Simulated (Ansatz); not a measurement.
A nudged elastic band was laid between two geometries of CH7AlSiTe (11 atoms, charge 0, multiplicity 1).

Method: RKS CAM-B3LYP-D4/def2-SVP in Ansatz 0.2.0.

- movable images: 7
- climbing image: yes
- spring: 5.0 eV/Å²
- optimiser: quadratic models (default)
- start path: IDPP
- force threshold: 0.2 eV/Å
- iteration limit: 58
- end points: relaxed

Image 0:

```xyz
11
Properties=species:S:1:pos:R:3
C -0.967 1.937 0.514
Te 0.038 1.048 2.220
Al 0.889 -1.038 1.119
Si 0.505 -1.487 -1.257
H -0.867 3.025 0.605
H -0.506 1.603 -0.421
H -2.027 1.658 0.530
H 1.699 -2.014 2.064
H -0.491 -0.561 -1.869
H 1.779 -1.346 -2.024
H 0.013 -2.882 -1.460
```

Image 8:

```xyz
11
Properties=species:S:1:pos:R:3
C -0.465 2.170 0.326
Te 0.656 1.304 1.970
Al 0.888 -1.039 1.109
Si -0.039 -1.733 -1.046
H -1.390 2.596 0.729
H 0.144 2.960 -0.130
H -0.703 1.406 -0.422
H 1.683 -2.019 2.063
H -0.865 -0.673 -1.694
H 1.058 -2.088 -1.996
H -0.902 -2.941 -0.887
```

Task: What changes between the two ends?

Result: No bond is made or broken. The dihedral H7–C1–Te2–Al3 goes from 94 to 3°.

Task: What energy profile does the band end with?

Result: The forces met the threshold. The highest image is number 5 of 0 to 8, 0.003 eV above the first end and 0.005 eV above the last; the last end lies 0.002 eV below the first. The threshold of 0.2 eV/Å is loose, so the images may lie well off the minimum-energy path. The top lies less than 8 meV above the higher end, about what the thresholds resolve: that end is a shoulder or a very shallow well. The order of the stationary point at the top wasn't checked.

| image | path coordinate (Å) | energy (eV) | dihedral H7–C1–Te2–Al3 (°) |
| --- | --- | --- | --- |
| 0 | 0.00 | 0.000 | 94 |
| 1 | 0.35 | 0.001 | 83 |
| 2 | 0.71 | 0.001 | 72 |
| 3 | 1.06 | 0.002 | 60 |
| 4 | 1.42 | 0.003 | 49 |
| 5 | 1.77 | 0.003 | 37 |
| 6 | 2.12 | 0.002 | 26 |
| 7 | 2.45 | -0.001 | 14 |
| 8 | 2.78 | -0.002 | 3 |

Task: What is the geometry of the highest image?

Result: 
```xyz
11
Properties=species:S:1:pos:R:3:forces:R:3
C -0.527 2.146 0.357 -0.15 -0.05 -0.08
Te 0.550 1.286 2.019 0.12 -0.06 0.14
Al 0.872 -1.033 1.110 0.01 0.00 0.03
Si 0.041 -1.706 -1.088 0.00 0.01 0.02
H -1.112 2.989 0.745 0.04 -0.03 -0.03
H 0.174 2.494 -0.411 -0.02 -0.01 0.02
H -1.204 1.388 -0.055 0.01 0.10 -0.07
H 1.658 -2.019 2.064 0.00 0.01 0.01
H -0.824 -0.664 -1.715 0.00 -0.02 -0.02
H 1.187 -1.968 -2.010 -0.01 0.02 -0.01
H -0.750 -2.969 -0.994 -0.01 0.01 0.00
```

Run time: 94 s on 2 threads of Arm Neoverse V1, with other jobs on the host, peak memory 0.34 GiB.
